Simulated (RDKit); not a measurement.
Input file for RDKit: MMFF94 on CH5IS (a complex), monomers drawn apart or pushed together.

```python
from rdkit import Chem
from rdkit.Chem import AllChem, rdDetermineBonds

blocks = [
'''3

S    -0.14422109   -0.46618844   -0.68130623
H    -0.54897267   -1.74027228   -0.80640901
H    -0.89930460   -0.27559249    0.41601608
''',
'''5

C     1.17466919   -1.16790980    2.64050029
I    -0.89544612   -0.77952259    3.11107252
H     1.39709951   -2.17328140    2.97866514
H     1.27568401   -1.07082677    1.56490766
H     1.76627029   -0.42976278    3.16940950
''',
]
mol = None
for b in blocks:
    f = Chem.MolFromXYZBlock(b)
    rdDetermineBonds.DetermineBonds(f, charge=0)
    mol = f if mol is None else Chem.CombineMols(mol, f)
Chem.SanitizeMol(mol)
print(Chem.MolToSmiles(Chem.RemoveHs(mol)))
ff = AllChem.MMFFGetMoleculeForceField(mol, AllChem.MMFFGetMoleculeProperties(mol), nonBondedThresh=100.0, ignoreInterfragInteractions=False)
e = ff.CalcEnergy()
print(f'MMFF94 energy {e:.6f} kcal/mol')
```

Program output:

```
CI.S
MMFF94 energy 2.404781 kcal/mol
```

The run finished.

Cost: about 0.010 core-seconds (a rough figure).
